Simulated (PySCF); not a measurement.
**Working out the ionisation energy of Mn⁺**

Mn⁺ [Ar] 3d5 4s1 (7S) → Mn²⁺ [Ar] 3d5 (6S). Calculation: PySCF 2.14, in aug-cc-pVDZ (7s6p4d2f, 59 functions); no relativity, point nucleus. Frozen: [Ar]. Energies in hartree (1 hartree = 27.21139 eV):

```json
{"part": "UHF", "Mn⁺ (lower)": "-1149.647939", "Mn²⁺ (upper)": "-1149.107067"}
{"part": "MP2 opposite-spin", "Mn⁺ (lower)": "0.000000", "Mn²⁺ (upper)": "0.000000"}
{"part": "MP2 same-spin", "Mn⁺ (lower)": "-0.068580", "Mn²⁺ (upper)": "-0.054136"}
```

What does Hartree-Fock give?

(-1149.107067) − (-1149.647939) = 0.540872 hartree = 14.718 eV.

What do MP2 and SCS-MP2 (6/5 opposite-spin, 1/3 same-spin) give?

The opposite-spin parts differ by 0.000 eV and the same-spin parts by 0.393 eV. MP2: 14.718 + (0.000) + (0.393) = 15.111 eV. SCS-MP2: 14.718 + 1.2 × (0.000) + (0.393)/3 = 14.849 eV.

Measured between the centres of the two terms (NIST): 15.640 eV, so MP2 (valence) is off by -0.529 eV.

The calculation is non-relativistic.

A double-zeta basis recovers only part of the correlation energy.

What remains against the reference includes basis incompleteness, the frozen core and correlation beyond second order.
